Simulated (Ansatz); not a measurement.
Start from `C[Si](N)(Cl)Br` and change one atom or group to get `C[SiH](N)Cl`.

Ansatz, PBE0-D4/def2-TZVP geometries, multiplicity 1. Each molecule was computed in one conformer, which needn't be the lowest.

Scalar relativity is left out up to krypton. Spin–orbit coupling is left out; it splits and shifts lone-pair levels of the heavy atoms by tenths of an eV.

```json
{"property": "HOMO–LUMO gap (PBE/def2-TZVPP) / eV", "`C[Si](N)(Cl)Br`": "6.09"}
{"property": "HOMO–LUMO gap (B3LYP/def2-TZVPP) / eV", "`C[Si](N)(Cl)Br`": "7.91"}
{"property": "size of the dipole moment (ωB97M-V/def2-TZVPP) / D", "`C[Si](N)(Cl)Br`": "2.49"}
{"property": "ideal-gas entropy at 298 K and 1 bar (rigid rotor, harmonic PBE0-D4/def2-TZVP) / J/(mol·K)", "`C[Si](N)(Cl)Br`": "375"}
{"property": "LUMO energy (B3LYP/def2-TZVPP) / eV", "`C[Si](N)(Cl)Br`": "0.19"}
{"property": "LUMO energy (PBE0/def2-TZVPP) / eV", "`C[Si](N)(Cl)Br`": "0.49"}
```

Give the same properties after the change, and the shifts. (Best estimate.)

Ansatz gave: 
| property | `C[SiH](N)Cl` | shift |
| --- | --- | --- |
| HOMO–LUMO gap (PBE/def2-TZVPP) / eV | 6.32 | 0.23 |
| HOMO–LUMO gap (B3LYP/def2-TZVPP) / eV | 8.01 | 0.10 |
| size of the dipole moment (ωB97M-V/def2-TZVPP) / D | 1.97 | -0.52 |
| ideal-gas entropy at 298 K and 1 bar (rigid rotor, harmonic PBE0-D4/def2-TZVP) / J/(mol·K) | 331 | -44 |
| LUMO energy (B3LYP/def2-TZVPP) / eV | 0.43 | 0.24 |
| LUMO energy (PBE0/def2-TZVPP) / eV | 0.76 | 0.27 |

With PBE0 the HOMO rises by 0.15 eV and the LUMO rises by 0.27 eV, so the gap widens by about 0.12 eV. PBE moves the HOMO by 0.16 eV and ωB97M-V by 0.11 eV. Dipoles are sizes alone; their direction can turn.

Positive LUMOs are unbound, so they and the gaps depend on the basis.

B3LYP here is the variant with VWN-RPA as its local correlation; programs differ in this.
